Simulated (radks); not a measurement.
Values are calculated unless marked as measured or tabulated.
Task: Ti III, configuration [Ar] 3d2. Code: a radial shooting solver on a logarithmic mesh with Libxc functionals. Model: Dirac Kohn-Sham, LDA (Slater exchange, Perdew-Wang correlation), spin-unpolarised, spherical densities, finite nucleus; open shells fill j = l - 1/2 first; Fermi nuclear charge, rms radius 3.5921 fm. Some entries of the table are withheld. Estimate them.

orbital  occ.  eigenvalue (hartree)  <r> (bohr)  r(max) (bohr)
1s1/2       2             -179.0243         (1)        0.04564
2s1/2       2             -20.25865      0.3257         0.2695
2p1/2       2             -17.03880      0.2885         0.2180
2p3/2       4             -16.82716      0.2912         0.2202
3s1/2       2              -2.87509       1.009         0.8698
3p1/2       2              -2.02813         (2)         0.8966
3p3/2       4              -2.00364         (3)         0.9032
3d3/2       2              -0.73297       1.425         0.9666
3d5/2       0              -0.73105       1.429         0.9689

Result: 
(1) 1s1/2 <r> (bohr): 0.06973
(2) 3p1/2 <r> (bohr): 1.079
(3) 3p3/2 <r> (bohr): 1.087
